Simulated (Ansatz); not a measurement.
**Question.** Name a neutral molecule of Al, B, C, O, Si and H with HOMO energy (PBE/def2-TZVPP) between -4.65 and -4.35 eV and HOMO–LUMO gap (PBE/def2-TZVPP) between 2.50 and 2.80 eV (Ansatz, PBE0-D4/def2-TZVP geometry).

**Answer.** `C[Si]1(O)[BH][AlH]1` (-4.63 eV, 2.53 eV). Other molecules can fit too; these were computed, each in one conformer that needn't be the lowest.
